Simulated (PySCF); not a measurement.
## Computed properties of C2H8O2Si2, SMILES C[C@H]1O[Si@H](O)[SiH2]1

C2H8O2Si2, SMILES C[C@H]1O[Si@H](O)[SiH2]1. Geometry optimised at ωB97X-D3(BJ)/def2-SVP. The structure was generated by enumeration; whether it is a known compound was not checked. One conformer was computed; it need not be the lowest. All values are computed for the isolated molecule unless a solvent is named; none is compared with measurement here.

**Structure.** All 36 harmonic modes at ωB97X-D3(BJ)/def2-SVP (PySCF) are real, so it is a minimum. With heavy atoms numbered as in [CH3:1][C@H:2]1[O:3][Si@H:4]([OH:5])[SiH2:6]1, the shortest bond between them is C2–O3 at 1.455 Å and the longest Si4–Si6 at 2.322 Å.

**Vibrations.** The strongest infrared lines (harmonic, unscaled, degenerate partners summed) lie at 910 cm⁻¹ (227 km/mol, H 88 %), 964 cm⁻¹ (185 km/mol, H 49 %, O 23 %, Si 23 %), 831 cm⁻¹ (177 km/mol, H 45 %, O 29 %, Si 24 %). The softest mode is at 51 cm⁻¹ and the zero-point energy is 63.6 kcal/mol.

**Electronic structure.** r2SCAN/def2-TZVP (PySCF) places the frontier levels at -6.44 and -0.87 eV, a gap of 5.57 eV, and gives a dipole moment of 1.92 D and a mean polarisability of 83.1 bohr³. PBE/def2-TZVP (PySCF) at the same geometry gives -6.19 and -1.15 eV, so its gap is 0.53 eV narrower. An orbital gap is neither the optical nor the fundamental gap.

**Excitations.** TDDFT-ωB97X/def2-SVPD (PySCF) has S1 at 6.16 eV (201 nm, f = 0.027, weak); the most intense of the 10 singlets computed lies at 7.02 eV (f = 0.22). T1 (TDA) is at 5.36 eV. TDDFT-PBE/def2-SVPD (PySCF) puts S1 at 5.30 eV. No vertical singlet excitation falls in the visible range (under 3.1 eV).

**NMR.** GIAO shifts at PBE0/pcSseg-1 (PySCF) (non-relativistic, atoms alike by connectivity averaged): ¹³C from 28.6 to 69.1 ppm against TMS; ¹H from 1.8 to 5.7 ppm against TMS; ²⁹Si from -28.2 to 9.3 ppm against TMS.

**Solvation.** SMD-PBE0/6-31G* (PySCF) gives -5.4 kcal/mol in water, -6.6 kcal/mol in 1-octanol, -5.6 kcal/mol in acetonitrile (1 M in both phases, gas-phase geometry); of these solvents 1-octanol holds the molecule best.
